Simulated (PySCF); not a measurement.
Computed with PBE-D3(BJ)/def2-TZVP // PBE0-D4/def2-TZVP (PySCF 2.14.0). Isolated molecules, 0 K electronic values unless said otherwise. One relaxed conformer stands for a flexible species; it need not be the lowest. 

Reference species (SMILES): `CC[SiH2]Cl` (C–C–Si–Cl torsion 61°) (neutral, multiplicity 1).

```
Quantity          Value
-------------  --------
HOMO–LUMO gap   6.71 eV
LUMO           -0.44 eV
```

Changed species: `[SiH2](Cl)S` (H–S–Si–Cl torsion 70°) (X = mercapto; the reference has X = ethyl).

Question: Give the shifts of the HOMO–LUMO gap and LUMO.

Answer: the HOMO–LUMO gap falls by 0.97 eV, to 5.74 eV; the LUMO falls by 0.50 eV, to -0.94 eV.
